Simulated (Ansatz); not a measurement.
Born–Oppenheimer molecular dynamics of H12N2Si3 (17 atoms, charge 0, multiplicity 1). It starts at the highest image of a converged band. Of that band: A structure lower than the last end lies on the path between it and the top, so the climb from that side starts below the end, which may itself be a saddle point or a shallow side well. Neighbouring images differ by up to 3.5 eV, so the band resolves the path poorly. A vibrational analysis at the climbing image gives one clearly imaginary mode, 857i cm⁻¹: a first-order saddle point.

All numbers below come from RHF/def2-SVP (Ansatz).

```
ensemble                      : NVE (velocity Verlet)
time step                     : 0.5 fs
steps asked                   : 200
starting velocities drawn for : 300 K
seed                          : 7753
```

First frame:

```xyz
17
Properties=species:S:1:pos:R:3
Si -0.053 -0.136 -0.377
H -0.037 0.396 1.355
Si 2.225 0.098 -0.885
H 2.739 -1.115 -1.551
H 2.395 1.254 -1.808
H 2.945 0.383 0.375
N -0.872 1.285 -0.879
H -1.867 1.404 -0.854
H -0.398 2.158 -1.001
N -1.196 -1.343 -0.677
H -1.087 -2.306 -0.440
H -2.029 -1.141 -1.194
Si 1.165 -2.459 1.353
H 0.461 -3.659 0.776
H 2.619 -2.737 1.109
H 1.005 -2.632 2.836
H 0.260 -0.395 1.423
```

(1) What does the run give?

(2) What happens to the structure?

(3) How do temperature and energy run in time?

Answers

(1) All steps were run.

```json
{
  "steps done": "200",
  "time covered": "100 fs",
  "mean temperature over the second half": "1413 K",
  "spread of the potential energy over the second half": "33.8 meV per atom",
  "mean potential energy of the second half above the start": "-127.1 meV per atom"
}
```

The conserved energy stayed within 1.3 meV per atom of its start (net change 0.22 meV per atom), so there is no drift, though single steps change it by up to 20 meV in the whole system, a sign of fast motions only just resolved. The kinetic energy rose, since the run started high on the potential surface and went downhill. It ends in pieces (H4Si + H8N2Si2), so much of that is their flight and rotation, not heat. A run of 0.1 ps of so small a system gives no equilibrium averages. The orbitals stay closed-shell, which can raise the energy where a bond breaks towards radicals; this wasn't checked here.

(2) Between its relaxed ends the band would form Si1–Si13, H2–H17 and break Si1–H2, Si13–H17. These pairs go: Si1–Si13 3.14 → 5.54 Å, H2–H17 0.85 → 5.21 Å, Si1–H2 1.81 → 1.48 Å, Si13–H17 2.25 → 1.21 Å. In the last frame they stand as before the step (other bonds may differ from the relaxed reactants and products). These pairs come and go: their bonding changes 13 times, last at 96 of 100 fs, so the outcome isn't settled. It ends as H4Si + H8N2Si2. Pairs count as bonded within 1.25 times the sum of covalent radii (0.12 Å more for H–H). The details hang on the random start.

(3) 
```
time (fs)  T (K)  potential energy less start (eV)  conserved less start (meV/atom)
        0    300                             0.000                             0.00
        3    216                             0.164                             0.09
        6    169                             0.255                             0.09
        9    158                             0.277                             0.05
       12    158                             0.277                             0.10
       15    326                            -0.048                             0.14
       18    844                            -1.053                             0.08
       21    743                            -0.865                            -0.41
       24   1315                            -1.988                            -1.17
       27    820                            -1.005                             0.18
       30    824                            -1.014                             0.14
       33   1554                            -2.442                            -0.56
       36   1058                            -1.458                             0.73
       39   1537                            -2.404                            -0.29
       42   1083                            -1.518                             0.03
       45    960                            -1.276                             0.18
       48   1554                            -2.435                            -0.14
       51   1201                            -1.747                            -0.02
       54   1578                            -2.491                            -0.77
       57   1227                            -1.797                             0.03
       60    847                            -1.057                             0.20
       63   1370                            -2.074                             0.02
       66   1711                            -2.749                            -0.81
       69   1448                            -2.230                            -0.30
       72   1666                            -2.650                            -0.12
       75   1096                            -1.540                             0.20
       78   1313                            -1.964                             0.05
       81   1839                            -2.988                            -0.21
       84   1358                            -2.043                             0.45
       87   1904                            -3.123                            -0.70
       90   1298                            -1.934                             0.14
       93   1110                            -1.569                             0.07
       96   1435                            -2.199                             0.08
       99   1704                            -2.736                            -0.84
```

The run took 5.2 min on 4 threads of Arm Neoverse V1, on a shared host, peak memory 0.36 GiB.
